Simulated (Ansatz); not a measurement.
Ansatz (a program for electronic structure) input:
A basis named .json is the Basis Set Exchange file of that set.

Ansatz 0.2 input:
```yaml
crystal:
  periodic: [false, false, false]
  atoms:
    - {symbol: K, position_ang: [-0.00000000, -0.00000000, -1.34814124]}
    - {symbol: Cl, position_ang: [0.00000000, 0.00000000, 1.50674609]}
basis:
  gaussian:
    orbitals: def2-TZVPP
    fitting: {mean_field: def2-universal-jkfit, correlation: def2-TZVPP-RIFIT.json}
total_charge: -1
magnetization: {spin_polarized: true, initial_magnetization: 1}
correlation: {method: mp2, electrons: outside_noble_gas}
```

Q: What final total energy does it print?

A: -1058.95912 Eh (RI-MP2/def2-TZVPP). The basis has 75 functions.
